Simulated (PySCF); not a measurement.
## CuN(OH) + 2 HF → CuOF₂ + NH₃

Level: PBE0 in the def2-TZVP basis family, all electrons, no relativity, computed in PySCF with density fitting; open shells unrestricted.

```tsv
species	state and structure	E (Eh)	ZPE (kJ/mol)	H(298 K) − H(0) (kJ/mol)	S° (J/(mol K))
CuN(OH)	quartet, C1, Cu–N 1.753 Å, Cu–O 1.782 Å, O–H 0.959 Å; Cu–O–H 116.5°, N–Cu–O 161.0°	-1770.62867	36.6	14.4	295.6
HF	singlet, C∞v, H–F 0.920 Å	-100.39188	24.9	8.7	173.6
CuOF₂	quartet, Cs, Cu–F 1.733 Å, Cu–F 1.797 Å, Cu–O 1.941 Å; F–Cu–F 170.7°, F–Cu–O 71.4°, F–Cu–O 117.9°	-1914.90870	12.1	16.8	327.7
NH₃	singlet, C3v, N–H 1.013 Å (×3); H–N–H 107.1° (×3)	-56.51312	90.6	10.0	192.4
```

Problem. What is the electronic reaction energy?

Solution. At PBE0/def2-TZVP, ΔE = -24.7 kJ/mol from the differences of the total energies times 2625.5, downhill. 

Problem. Add zero-point, thermal and entropy terms for 298.15 K and 1 bar.

Solution. ΔZPE = 16.3 and Δ[H(298) − H(0)] = -5.0 kJ/mol give ΔH° = -13.4 kJ/mol. ΔS° = -122.7 J/(mol K), so ΔG° = -13.4 − 298.15 × (-0.1227) = 23 kJ/mol and log₁₀K = -4.1.

Open d or f shells are single determinants, so the state found may not be the ground state. Only the bonding shown was studied: isomers, or loss of a ligand pair, can lie lower.
